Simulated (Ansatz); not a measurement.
Harmonic frequencies (cm⁻¹) at PBE0-D4/def2-TZVP from Ansatz: 116, 220, 268, 459, 643, 655, 716, 759, 844, 886, 945, 2121, 2165, 3449, 3889.

Each molecule was computed in one conformer, which needn't be the lowest.

Q: Which molecule is it?
A. `[O][Si](O)(Cl)Cl`•
B. `O[Si](O)F`•
C. `[NH][SiH3]`•
D. `[NH][GeH2][OH]`•

A: D.
